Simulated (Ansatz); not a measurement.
PBE exchange is replaced step by step with exact exchange (0 % is PBE, 25 % PBE0; no dispersion term), basis def2-SVP, Ansatz. System: Si₂Ge₃. The state is a singlet with charge 0. Geometry: PBE-D4/def2-SVP, each spin state at its own.

The relaxed triplet has other bonds than the singlet, so its gap is one between isomers. The relaxed quintet has other bonds than the singlet, so its gap is one between isomers.

Geometry of the singlet:

Cartesian coordinates in Å:
```
Si -1.312 0.011 -0.203
Si 1.194 -0.228 -0.537
Ge 0.882 1.470 1.098
Ge -0.395 -0.547 1.920
Ge -0.369 -0.706 -2.278
```

The structure comes from a short search, and lower isomers may exist.

| exact exchange (%) | HOMO (eV) | LUMO (eV) | gap (eV) | triplet − singlet (kJ/mol) | quintet − singlet (kJ/mol) |
| --- | --- | --- | --- | --- | --- |
| 10 | -5.48 | -3.62 | 1.86 | 37.6 | 197.9 |
| 15 | -5.64 | -3.51 | 2.13 | 37.0 | 195.4 |
| 40 | -6.47 | -2.96 | 3.51 | 33.7 | 183.6 |
